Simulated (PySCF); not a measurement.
# Trend along the third period: MGe molecules

CCSD(T) with double-zeta basis sets in PySCF, for the lowest determinant that a PBE0 search found; no spin–orbit coupling. De refers to high-spin ground-configuration atoms.

| M | basis | reference, frozen orbitals | state (unpaired electrons) | Re (Å) | ωe (cm⁻¹) | De (eV) |
| --- | --- | --- | --- | --- | --- | --- |
| Na | cc-pVDZ/cc-pVDZ-PP | UHF, 5 | quartet (σ ↑, π ↑↑) | 2.782 | 210 | 1.24 |
| Mg | cc-pVDZ/cc-pVDZ-PP | ROHF, 5 | triplet (π ↑↑) | 2.616 | 253 | 0.79 |
| Al | x2c-SVPall | UHF, 14 | quartet (σ ↑, π ↑↑) | 2.471 | 313 | 2.23 |
| P | def2-SVP | ROHF, 14 | doublet (π ↑) | 2.173 | 468 | 2.64 |
| S | def2-SVP | RHF, 14 | singlet (closed shell) | 2.034 | 571 | 5.17 |
| Cl | cc-pVDZ-PP/cc-pV(D+d)Z | UHF, 9 | doublet (π ↑) | 2.203 | 400 | 3.51 |

The shortest bond is that of GeS (2.034 Å), the longest that of NaGe (2.782 Å). GeS is bound most strongly (5.17 eV) and MgGe least (0.79 eV).

The rows differ in basis set, which adds steps of its own.

The state changes along the series, so neighbouring rows are not always alike in their bonding.

Correlated steps freeze the inner cores (5 to 14 orbitals); shallow outer-core shells are correlated. UHF and ROHF references stand side by side, which adds small steps between rows. Correlated levels converge slowly with the basis: in double zeta they bind strong bonds too weakly, by up to about 1 eV, and carry superposition errors of some tenths. Spin–orbit coupling is left out. Where the molecule has an RHF reference, its open-shell atoms are computed with UHF. The CCSD T1 diagnostic is raised in GeS, a sign that a single reference may not be enough there. States were picked by a PBE0 search and need not be the measured ground states.
